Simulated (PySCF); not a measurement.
Telling isomers of C9H9N apart by NMR

Calculated, not measured (PySCF 2.14): GFN2-xTB structure, shieldings: GIAO PBE0/pcSseg-1. In vacuum, one computed conformer, equivalent nuclei averaged, no relativistic terms.

References, each an isolated molecule treated in the same way: 1H and 13C vs TMS. Where no couplings were computed, multiplicities follow the n + 1 count of equivalent neighbours, and m marks all less simple cases (inequivalent or close neighbours, rings, F or P nearby). Shifts are as computed. Against solution values, carbons near 30 ppm lie about +3 ppm off and those near 130 ppm about +5 ppm. Of 1211 compounds with measured shifts, 218 miss one by over three times the rms of a fit or turn the order of signals round; such compounds aren't used in these exercises.

(1) Tabulate the signals of `C=CC(=C)c1ccncc1`, `C=C/C=C\c1ccncc1` and their relative energies.

(2) What is the quickest way to tell C=CC(=C)c1ccncc1 from C=C/C=C\c1ccncc1?

Results:

(1) 
```json
{"SMILES": "C=CC(=C)c1ccncc1", "carbon types": "2×C 5×CH 2×CH2", "δC": "158.1, 156.0, 155.5, 147.6, 129.8, 128.1, 125.5", "δH": "9.01 (d, 2H), 7.24 (d, 2H), 6.91 (m, 1H), 5.63 (m, 1H), 5.63 (br s, 1H), 5.31 (br s, 1H), 4.82 (m, 1H)", "E rel. (kcal/mol)": "1.8"}
{"SMILES": "C=C/C=C\\c1ccncc1", "carbon types": "1×C 7×CH 1×CH2", "δC": "156.0, 150.4, 142.2, 141.3, 137.5, 129.5, 128.6", "δH": "9.00 (d, 2H), 7.26 (d, 2H), 7.25 (m, 1H), 6.83 (d, 1H), 6.65 (m, 1H), 5.82 (m, 1H), 5.72 (m, 1H)", "E rel. (kcal/mol)": "0.0"}
```

Energies are electronic energies at PBE0/pcSseg-1 on these geometries, without zero-point or thermal terms, each for the one conformer computed, which needn't be the lowest.

(2) Both give the same number of carbon signals, but DEPT or the intensities differ. The first has a fully substituted alkene carbon (C) at 158.1 ppm, the second an alkene CH at 137.5 ppm. Their most deshielded carbons lie at 158.1 and 156.0 ppm.
